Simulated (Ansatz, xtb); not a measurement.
# CHAlO2: which of two structures lies lower

We compare I, a singlet given by its coordinates, with II, `O=C[O][Al]`, a singlet. Both are isolated molecules in the gas phase, relaxed with PBE0-D3(BJ)/pcseg-1; the shapes shown needn't be the lowest conformers.

I (Å):

```yaml
atoms:
  - { symbol: C, position_ang: [-0.0969, 0.1388, 0.2017] }
  - { symbol: Al, position_ang: [1.2215, 1.7182, 1.4295] }
  - { symbol: O, position_ang: [1.0347, -0.1914, 0.6511] }
  - { symbol: O, position_ang: [-0.5295, 1.3067, 0.4027] }
  - { symbol: H, position_ang: [-0.7043, -0.5892, -0.3634] }
```

Close contacts (Å): C1–O3 1.26, C1–O4 1.26, Al2–O3 2.07, Al2–O4 2.07, C1–H5 1.10.

II (Å):

```yaml
atoms:
  - { symbol: C, position_ang: [-0.2079, 0.0630, 0.3312] }
  - { symbol: Al, position_ang: [1.6885, 2.0275, 1.1599] }
  - { symbol: O, position_ang: [-0.5328, -0.3024, 1.4313] }
  - { symbol: O, position_ang: [0.6885, 1.0072, 0.0787] }
  - { symbol: H, position_ang: [-0.6348, -0.3621, -0.5969] }
```

Which of the two would you expect CCSD(T)/def2-TZVPP electronic energies to favour?

Structure I; the calculation gives E(II) − E(I) = +11.4 kJ/mol.

How the difference moves with the method:

```
              level             geometry  E(II) − E(I) (kJ/mol)  departure from the last row (kJ/mol)  job, with rough time for the two
PBE0-D3(BJ)/pcseg-1  PBE0-D3(BJ)/pcseg-1                   +10.1                                  −1.3                optimisation, 18 s
      HF/def2-TZVPP  PBE0-D3(BJ)/pcseg-1                    −2.6                                 −14.1           part of the CCSD(T) run
     MP2/def2-TZVPP  PBE0-D3(BJ)/pcseg-1                   +12.9                                  +1.4           part of the CCSD(T) run
 CCSD(T)/def2-TZVPP  PBE0-D3(BJ)/pcseg-1                   +11.4                                                      single point, 25 s
```

HF/def2-TZVPP puts the two in the other order. The largest departure from CCSD(T)/def2-TZVPP is that of HF/def2-TZVPP, 14.1 kJ/mol. Levels run at GFN2-xTB geometries aren't shown.

With harmonic frequencies from PBE0-D3(BJ)/pcseg-1 (ideal gas, rigid rotor, one conformer each, 298.15 K, 1 atm): on the last row, ΔE + ΔZPE = +11.0 kJ/mol. A mode under 50 cm⁻¹ makes harmonic enthalpies and free energies unreliable, so none is given.

The correlated steps freeze 8 core orbitals. Programs: Ansatz 0.2.0; the last row on 1 thread of AMD EPYC 9R45 96-Core Processor (Zen 5) on a shared host.
